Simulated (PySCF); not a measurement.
**Working out the ionisation energy of Pd²⁺**

Pd²⁺ [Kr] 4d8 (3F) → Pd³⁺ [Kr] 4d7 (4F). Calculation: PySCF 2.14, in aug-cc-pVTZ-PP with ECP28MDF (6s6p5d3f2g, 88 functions); a scalar-relativistic core potential. Frozen: 4s2 4p6. Energies in hartree (1 hartree = 27.21139 eV):

| part | Pd²⁺ (lower) | Pd³⁺ (upper) |
| --- | --- | --- |
| UHF | -125.741652 | -124.600484 |
| MP2 opposite-spin | -0.137612 | -0.089927 |
| MP2 same-spin | -0.081167 | -0.068049 |

**Question.** What does Hartree-Fock give?

**Answer.** (-124.600484) − (-125.741652) = 1.141168 hartree = 31.053 eV.

**Question.** What do MP2 and SCS-MP2 (6/5 opposite-spin, 1/3 same-spin) give?

**Answer.** The opposite-spin parts differ by 1.298 eV and the same-spin parts by 0.357 eV. MP2: 31.053 + (1.298) + (0.357) = 32.708 eV. SCS-MP2: 31.053 + 1.2 × (1.298) + (0.357)/3 = 32.730 eV.

Reference: 32.93 eV (semi-empirical (NIST evaluation); NIST Atomic Spectra Database, ionization energies), between the lowest levels; spin-orbit coupling is absent from the calculation.

What remains against the reference includes basis incompleteness, the frozen core and correlation beyond second order.
